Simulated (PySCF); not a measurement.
A species of formula C3H9NO2Si has this rotational fingerprint, computed with PySCF, PBE0-D3(BJ)/def2-SVP geometry optimisation, gas phase:

```
Rotational constants : A = 5240, B = 1071, C = 943.5 MHz
Dipole components    : |μa| = 1.62 D, |μb| = 2.34 D, |μc| = 0.83 D
Inertial defect      : -32.60 u·Å²
κ                    : -0.94
```

Question: Which candidate fits, each taken in the one conformer that was computed?
A. `[NH2:1][CH2:2][SiH:3]1[O:4][CH2:5][CH2:6][O:7]1` with H–N1–C2–Si3 -65° and 176°, N1–C2–Si3–O4 -73°, C2–Si3–O4–C5 121°, Si3–O4–C5–C6 -23°, O4–C5–C6–O7 34°, C5–C6–O7–Si3 -30°
B. `[CH3:1][NH:2][SiH2:3][O:4][C:5]([CH3:6])=[O:7]` with C1–N2–Si3–O4 73°, N2–Si3–O4–C5 180°, Si3–O4–C5–C6 179°

Answer: B. It is CN[SiH2]OC(C)=O, a near-prolate asymmetric top, point group C1. The candidates at the same level (rigid rotor, commonest isotopes):

```
         SMILES  A (MHz)  B (MHz)  C (MHz)  μa (D)  μb (D)  μc (D)  Δ (u·Å²)  point group                        rotor
  NC[SiH]1OCCO1     3595     1805     1632    0.98    0.90    0.12   -110.95           C1               asymmetric top
CN[SiH2]OC(C)=O     5240     1071    943.5    1.62    2.34    0.83    -32.60           C1  near-prolate asymmetric top
```

`NC[SiH]1OCCO1` has C 73 % too high. No structure here is proved a minimum.
